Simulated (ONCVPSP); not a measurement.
**Configuration tests for silicon (ONCV)**

silicon, optimised norm-conserving Vanderbilt (ONCV), made with ONCVPSP 4.0.1 (PW91, scalar-relativistic). Core [Ne], reference 3s1.5 3p2.5. Waves: 3s: rc 1.40 bohr, ncon 4, nbas 8, qcut 4.3 1/bohr, local; 3p: rc 2.15 bohr, ncon 4, nbas 9, qcut 3.1 1/bohr, 3 projectors, debl 2.7 Ha. Local part: the s channel. Core correction: Teter function, fcfact 6, rcfact 1.2.

Energies are relative to the spin-unpolarised reference configuration 3s1.5 3p2.5; without spin polarisation the order of configurations can differ from experiment.

```json
{"valence configuration": "3s2 3p2", "charge": "0", "ΔE all-electron (eV)": "-3.392", "error AE − PS (meV)": "+0.4"}
{"valence configuration": "3s2 3p0", "charge": "+2", "ΔE all-electron (eV)": "20.444", "error AE − PS (meV)": "+6.9"}
```

(1) What are ΔE and the potential's error for 3s2 3p1.5?

(2) What are ΔE and the potential's error for 3s2 3p1?

Levels in the configuration 3s2 3p2:

| level | all-electron (eV) | pseudo (eV) |
| --- | --- | --- |
| 3s | -10.857 | -10.860 |
| 3p | -4.116 | -4.117 |

Answers

(1) ΔE = -0.451 eV all-electron; the error (AE − PS) is -0.1 meV.

(2) ΔE = 4.390 eV all-electron; the error (AE − PS) is -0.2 meV.
